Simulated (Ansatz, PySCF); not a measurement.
Pulling on the Cd1–H2 bond in CdH2 (SMILES [CdH2]) (multiplicity 1 held, fragments rigid). Energies count from the point at 1.681 Å.
Geometry at that point (charge 0, multiplicity 1):
```json
[
 {"atom": "Cd", "x (Å)": "0.0000", "y (Å)": "0.0000", "z (Å)": "0.0000"},
 {"atom": "H", "x (Å)": "0.0000", "y (Å)": "0.0000", "z (Å)": "1.6812"},
 {"atom": "H", "x (Å)": "0.0000", "y (Å)": "0.0000", "z (Å)": "-1.6812"}
]
```

Restricted levels (R-, RO-) in cc, def2 and unpolarised 6-31G sets keep to the state of the molecule at rest. U- levels take the lowest unrestricted solution at each point, which mixes spins at long bonds. Active spaces are followed from a long bond inwards. Curves can end on different states.

Frozen-core correlation. Rows in LANL2DZ carry no dispersion term and start afresh at each structure. LANL2DZ brings its own core potentials from Na on.

Programs: Ansatz (Gaussian orbitals); PySCF for LANL2DZ rows. Values without a source in brackets are computed. In def2 rows elements past Kr take small-core potentials, without spin–orbit coupling.

**Question.** One of these levels gives 269.0 kJ/mol for the energy at R = 5.380 Å. Which one is it?
(A) CASSCF(2,2)/def2-TZVPP
(B) U-wB97X-V/def2-TZVPP
(C) R-B3LYP/def2-TZVPP
(D) U-HF/LANL2DZ

**Answer.** A, CASSCF(2,2)/def2-TZVPP. The others give 219.6 (U-HF/LANL2DZ), 438.2 (R-B3LYP/def2-TZVPP), 325.4 (U-wB97X-V/def2-TZVPP)

Doubts at one or more of the structures used: a spin-contaminated determinant (U-HF/LANL2DZ, U-wB97X-V/def2-TZVPP); a restricted determinant that unrestricted orbitals would lower (R-B3LYP/def2-TZVPP).

Ansatz is a quantum-chemistry and plane-wave program.
